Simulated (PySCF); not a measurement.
## Stationary points of TeH4

Method: PBE0/[Te def2-TZVP with ECP28, H def2-TZVP], scalar-relativistic core potentials, density fitting, no spin–orbit coupling, PySCF.

Relaxations began from a few typed shapes. The search is not exhaustive: other isomers or separated fragments can lie lower, and high-lying points may rest on an excited occupation.

Problem. Order these stationary points by electronic energy, lowest first, in kJ/mol from the lowest minimum.
A. singlet D4h: Te–H 1.698 Å (×4); H–Te–H 90.0° (×4), H–Te–H 180.0° (×2)
B. singlet C4v: Te–H 1.729 Å (×4); H–Te–H 82.5° (×4), H–Te–H 137.7° (×2)

Solution. B (0.0), A (70.5).

Problem. Which of them are minima?

Solution. By energy in kJ/mol, 0.0: minimum; 70.5: saddle point, 1 imaginary mode.

Counting electrons, tellurium keeps 2 of its valence electrons outside its bonds, so the VSEPR class is AX4E1 and the expected shape is see-saw (C2v). The calculation gives C4v instead.
